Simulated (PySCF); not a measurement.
A structure optimised at B3LYP-D3(BJ)/def2-SVP, used in a PySCF frequency run:

```
Zn
Se 1 2.3073
H 2 1.4783 1 90.55
Se 1 2.3073 3 147.90 2 -179.26
H 4 1.4783 1 90.55 3 -90.71
```

Task: Write its SMILES and formula.

Result: [SeH][Zn][SeH], H2Se2Zn

Task: What are its rotational constants (standard atomic weights)?

Result: 116.20, 0.59185, 0.59184 GHz
